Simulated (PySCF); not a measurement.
**Two-component Hartree-Fock for Sn²⁴⁺ (tin, charge +24)**

Start: [Ar] 3d8; 3d3/2 filled at m_j = -3/2, -1/2, +1/2, +3/2; 3d5/2 filled at m_j = -1/2, +1/2, +3/2, +5/2. Calculated with PySCF 2.14 in an even-tempered Gaussian basis (17 s from 3.2 bohr⁻², ratio 2.8; 12 p from 4.2 bohr⁻², ratio 2.8; 8 d from 4.2 bohr⁻², ratio 2.8; 3 f from 17 bohr⁻², ratio 3): generalised Hartree-Fock with the X2C-1e Hamiltonian and a Gaussian nucleus; one run each with spin-orbit coupling (SO) switched off, then screened by Boettger's factors.

| spinor shell | electrons | ε, spin-free (eV) | ε, screened SO (eV) | weight of nominal j (screened SO) | rms radius, screened SO (bohr) |
| --- | --- | --- | --- | --- | --- |
| 1s1/2 | 2 | -30195.2 | -30192.3 | 1.000 | 0.0333 |
| 2s1/2 | 2 | -5350.3 | -5349.2 | 1.000 | 0.135 |
| 2p1/2 | 2 | -4884.0 | -5047.0 | 1.000 | 0.117 |
| 2p3/2 | 4 | -4884.0 | -4809.0 | 1.000 | 0.122 |
| 3s1/2 | 2 | -1663.1 | -1662.7 | 1.000 | 0.351 |
| 3p1/2 | 2 | -1505.8 | -1542.5 | 0.993 | 0.342 |
| 3p3/2 | 4 | -1505.8 | -1488.8 | 0.996 | 0.352 |
| 3d3/2 | 4 | -1282.4 | -1288.3 | 0.926 | 0.320 |
| 3d5/2 | 4 | -1282.4 | -1277.5 | 0.942 | 0.322 |

| quantity | spin-free | screened SO |
| --- | --- | --- |
| E (hartree) | -5873.52871 | -5875.21287 |
| M_J | 4 | 4 |
| ⟨J²⟩ | 20.001 | 20.001 |
| ⟨L²⟩ | 12.000 | 12.376 |
| ⟨S²⟩ | 2.000 | 1.920 |

Each row is a mean over spinors that exchange with the open shell spreads, by up to 25.888 eV (3p3/2).

Breit and QED terms are absent; they matter most for the inner s and p1/2 levels.

Densities and radii are taken from the X2C orbitals without a picture-change correction, which distorts them close to the nucleus.

Without spin-orbit coupling the j labels of p, d and f shells carry no meaning; the spin-free column gives the mean over the occupied spinors of each nl shell.
